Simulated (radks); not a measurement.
Results of a calculation; reference values are marked as such.
Q: All-electron atom: O+ in [He] 2s2 2p3. Code: a radial shooting solver on a logarithmic mesh with Libxc functionals. Model: scalar-relativistic Kohn-Sham, Wu-Cohen GGA, spin-unpolarised, spherical densities, finite nucleus; Fermi nuclear charge, rms radius 2.6991 fm. Some entries of the table are withheld. Estimate them.

orbital,occ.,eigenvalue (Ry),<r^2> (bohr^2),<1/r> (bohr^-1)
1s,2,-39.15414,0.05391,7.626
2s,2,-2.90592,(1),(2)
2p,3,(3),1.566,1.212

A: 
(1) 2s <r^2> (bohr^2): 1.415
(2) 2s <1/r> (bohr^-1): 1.340
(3) 2p eigenvalue (Ry): -1.79579
